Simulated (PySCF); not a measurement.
Gas-phase reaction: 3 SnH2Cl2 = 2 SnCl2 + SnH4 + 2 HCl

Computed with PySCF (xtb for GFN2) and rigid-rotor harmonic-oscillator thermochemistry at 1 bar. † marks an energy on the PBE0/def2-TZVP geometry and frequencies; other levels use their own. CCSD(T) freezes the core. All species are closed-shell singlets. Sn: scalar-relativistic def2 core potential, no spin-orbit coupling. SnH2Cl2: computed as isolated molecules; such fragments, hydroxides, amides, oligomers or adducts are transient or little studied in the gas. CCSD(T) isn't extrapolated to the basis-set limit.

```json
[
 {"level": "CCSD(T)/def2-TZVPP†", "ΔH°(298 K), kJ": "(withheld)"},
 {"level": "GFN2-xTB", "ΔH°(298 K), kJ": "-186"},
 {"level": "HF/def2-TZVP†", "ΔH°(298 K), kJ": "(withheld)"},
 {"level": "PBE/def2-SVP", "ΔH°(298 K), kJ": "54"},
 {"level": "PBE/def2-TZVP†", "ΔH°(298 K), kJ": "(withheld)"},
 {"level": "PBE0/def2-TZVP", "ΔH°(298 K), kJ": "86"},
 {"level": "LDA/def2-TZVP†", "ΔH°(298 K), kJ": "102"},
 {"level": "ωB97M-V/def2-TZVP†", "ΔH°(298 K), kJ": "(withheld)"}
]
```

Q: Fill in the missing entries.

A: 
- CCSD(T)/def2-TZVPP†, ΔH°(298 K), kJ: 92
- HF/def2-TZVP†, ΔH°(298 K), kJ: 114
- PBE/def2-TZVP†, ΔH°(298 K), kJ: 47
- ωB97M-V/def2-TZVP†, ΔH°(298 K), kJ: 100
